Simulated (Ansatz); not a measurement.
Consider the atomization: `N[Si]1(F)[AlH][S]1` → Al• + F• + 3 H• + N• + S• + Si•.

Gas-phase electronic energies from Ansatz, PBE0-D4/def2-TZVP geometries. CCSD(T)/CBS adds triple-zeta CCSD(T) − MP2 to the extrapolated MP2 energy (def2 sets, frozen cores). This one scheme is used for every species, atoms too. DFT in def2-TZVPP. HSE06 is defined as in plane-wave codes. No spin–orbit coupling; open shells (•) take unrestricted orbitals. Spin–orbit coupling would lower the free atoms: a little for Al, F, S, Si. One conformer a species, not always the lowest.

CCSD(T)/CBS gives +2740.7 kJ/mol.

**Question.** Another level gave +2745.4 kJ/mol. Which?
A. HF/def2-TZVPP
B. r2SCAN-D4/def2-TZVPP
C. CAM-B3LYP/def2-TZVPP
D. HSE06-D4/def2-TZVPP

**Answer.** B. r2SCAN-D4 2745.4, HF/def2-TZVPP 1878.2, CAM-B3LYP 2702.1, HSE06-D4 2719.0 kJ/mol.

Largest T1 diagnostic among the species: 0.018.

In def2-TZVPP, CCSD(T) changes the Hartree–Fock value by +752.1 kJ/mol (the triples alone add +56.5 kJ/mol) and MP2 by +829.4 kJ/mol; breaking electron pairs costs correlation energy, which Hartree–Fock lacks. From PBE to PBE0 (25 % exact exchange), in def2-TZVPP and without D4, ΔE moves by −58.5 kJ/mol: exact exchange takes away binding that semilocal exchange gives to molecules.

For atomizations the MP2-based limit and the directly extrapolated one differ by several kJ/mol either way, and by 10 to 25 for some Ge, Se and Sn compounds, so smaller differences from it don't rank the levels.
